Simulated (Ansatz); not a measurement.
`[F][Sb]([F])[SiH3]` + H₂ → `[F][SbH][F]` + SiH₄  (hydrogenolysis of the Sb–Si bond)

Computed with Ansatz on PBE0-D4/def2-TZVP structures; ΔE is electronic, products minus reactants. CCSD(T)/CBS adds triple-zeta CCSD(T) − MP2 to the extrapolated MP2 energy (def2 sets, frozen cores). This one scheme is used for every species. Functionals use def2-TZVPP. def2 core potentials past Kr. For Sb outer-core shells are correlated without core-valence functions, which leaves a few kJ/mol of doubt a bond.

CCSD(T)/CBS gives +1.7 kJ/mol.

Task: Another level gave -6.3 kJ/mol. Which?
A. B2PLYP/def2-TZVPP
B. SCS-MP2/def2-TZVPP
C. r2SCANh-D4/def2-TZVPP
D. PBE-D4/def2-TZVPP

Result: A. B2PLYP -6.3, r2SCANh-D4 3.3, SCS-MP2/def2-TZVPP -10.9, PBE-D4 13.2 kJ/mol.

Task: What do rigid-rotor, harmonic-oscillator terms from PBE0-D4/def2-TZVP frequencies (298.15 K, 1 bar) make of the CCSD(T)/CBS value? (Estimate.)

Result: The calculation gave: ΔZPE = +9.5 kJ/mol, ΔH = +5.1 kJ/mol, ΔS = 7 J/(mol·K), ΔG = +3.0 kJ/mol.

Largest T1 diagnostic among the species: 0.015.

From r2SCAN to r2SCAN0 (25 % exact exchange), in def2-TZVPP and without D4, ΔE moves by −4.8 kJ/mol. The D4 term adds +9.2 kJ/mol with B3LYP and +5.0 kJ/mol with PBE0; it sums over pairs of atoms, weighted by their polarisabilities, and B3LYP, whose exchange is more repulsive, gets the larger term.

B3LYP here is the variant with VWN-RPA as its local correlation; programs differ in this.
